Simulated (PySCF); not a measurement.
**Continuum solvent and chemical shifts**

Geometry:
| atom | x (Å) | y (Å) | z (Å) |
| --- | --- | --- | --- |
| C1 | 3.146 | -0.012 | -0.708 |
| C2 | 1.969 | 0.254 | 0.194 |
| O3 | 0.791 | -0.187 | -0.472 |
| C4 | -0.363 | -0.064 | 0.219 |
| O5 | -0.390 | -0.696 | 1.418 |
| C6 | -0.160 | -2.090 | 1.367 |
| C7 | -1.407 | 0.642 | -0.247 |
| C8 | -1.342 | 1.433 | -1.513 |
| C9 | -2.705 | 0.644 | 0.489 |
| F10 | -3.728 | 0.205 | -0.333 |
| H11 | 4.076 | 0.338 | -0.237 |
| H12 | 3.025 | 0.508 | -1.670 |
| H13 | 3.243 | -1.089 | -0.913 |
| H14 | 1.873 | 1.332 | 0.419 |
| H15 | 2.078 | -0.271 | 1.158 |
| H16 | -0.183 | -2.456 | 2.401 |
| H17 | 0.819 | -2.327 | 0.919 |
| H18 | -0.946 | -2.596 | 0.782 |
| H19 | -1.536 | 2.503 | -1.321 |
| H20 | -2.119 | 1.090 | -2.214 |
| H21 | -0.363 | 1.335 | -1.999 |
| H22 | -2.658 | -0.002 | 1.377 |
| H23 | -2.965 | 1.670 | 0.810 |

GIAO PBE0/pcSseg-1 in PySCF 2.14.0 with density-fitted response routines on one PBE0-D3(BJ)/def2-SVP conformer, non-relativistic, equivalent nuclei averaged. Solvents enter as an IEF-PCM continuum (cyclohexane with ε = 2.0, acetonitrile with ε = 35.7) around the gas-phase geometry. Shifts are referred to TMS, CFCl3 computed in the same medium.

Gas phase, δ in ppm: C4 161.0, C7 103.7, C9 81.7, C2 64.9, C6 56.4, C1 16.6, C8 13.0, F10 -240.0, H22/H23 4.96, H14/H15 3.45, H16/H17/H18 3.43, H19/H20/H21 1.83, H11/H12/H13 1.33. Dipole moment 3.24 D.

**Question.** How does each δ change in the continuum?

**Answer.** 
| atoms | environment | Δδ, cyclohexane | Δδ, acetonitrile |
| --- | --- | --- | --- |
| C4 | alkene carbon bearing oxygen | +0.9 | +2.2 |
| C7 | β carbon of an enol-ether or enamine type C=C | -0.4 | -0.7 |
| C9 | allylic sp3 CH2 bonded to F | +0.7 | +1.8 |
| C2 | sp3 CH2 bonded to O | +0.6 | +1.5 |
| C6 | methyl carbon bonded to O | +0.6 | +1.5 |
| C1 | methyl carbon | +0.1 | +0.4 |
| C8 | allylic methyl carbon | +0.1 | +0.3 |
| F10 | fluorine on an sp3 carbon | -1.7 | -3.9 |
| H22/H23 | hydrogen on an allylic sp3 CH2 bonded to F | +0.06 | +0.15 |
| H14/H15 | hydrogen on an sp3 CH2 bonded to O | +0.05 | +0.13 |
| H16/H17/H18 | hydrogen on a methyl carbon bonded to O | +0.06 | +0.13 |
| H19/H20/H21 | hydrogen on an allylic methyl carbon | 0.00 | 0.00 |
| H11/H12/H13 | hydrogen on a methyl carbon | +0.02 | +0.04 |

Changes are relative to the gas phase. The dipole moment becomes 3.52 D in cyclohexane, 3.93 D in acetonitrile.

**Question.** Which of the listed nuclei move most (in ppm), and what does the model miss? (N and O are left out, as their reference compounds move with the solvent too.)

**Answer.** F10 (fluorine on an sp3 carbon, -3.9 ppm) in acetonitrile. A continuum only polarises the solute; specific hydrogen bonds, the anisotropy of aromatic solvents and changes of geometry or conformer are outside it.
